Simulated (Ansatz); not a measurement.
`[GeH3][SiH2][GeH3]` → `[SiH3][GeH3]` + `[GeH2]` at 500 K and 1 bar (germylene loss).

Computed with Ansatz on PBE0-D4/def2-TZVP structures; ΔE is electronic, products minus reactants. CCSD(T)/CBS adds triple-zeta CCSD(T) − MP2 to the extrapolated MP2 energy (def2 sets, frozen cores). For Ge outer-core shells are correlated without core-valence functions, which leaves a few kJ/mol of doubt a bond. Scalar relativity is left out up to krypton.

| species | CCSD(T)/CBS energy (Eh) | H − E (kJ/mol) | S (J/(mol·K)) |
| --- | --- | --- | --- |
| `[GeH3][SiH2][GeH3]` | -4446.10285 | 219.3 | 447.3 |
| `[SiH3][GeH3]` | -2368.78170 | 160.7 | 342.8 |
| `[GeH2]` | -2077.24753 | 46.3 | 239.7 |

H − E and S are ideal-gas, rigid-rotor, harmonic terms from PBE0-D4/def2-TZVP. 1 Eh = 2625.50 kJ/mol, R = 8.31446 J/(mol·K).

**Question.** By hand: ΔE, ΔH, ΔS and ΔG.

**Answer.** ΔE = (-2368.78170) + (-2077.24753) − (-4446.10285) = 0.07362 Eh = 193.3 kJ/mol. Δ(H − E) = 160.7 + 46.3 − 219.3 = -12.3, so ΔH = 181.0 kJ/mol. ΔS = 342.8 + 239.7 − 447.3 = 135.2 J/(mol·K). ΔG = 181.0 − 500 × (135.2)/1000 = 113.4 kJ/mol.

**Question.** By hand: the equilibrium constant, and the temperature at which ΔG would vanish if ΔH and ΔS stayed fixed.

**Answer.** log₁₀ K = −ΔG/(RT ln 10) = -11.8. ΔG = 0 at ΔH/ΔS = 1339 K.

The number of gas molecules changes by +1, which sets the sign of ΔS. A doubt of 5 kJ/mol in ΔE shifts log₁₀ K by 0.5 here. These are equilibria of isolated gas molecules and say nothing of rates. Largest T1 diagnostic: 0.012 (customary marks: 0.02 for closed shells, 0.045 for open ones).
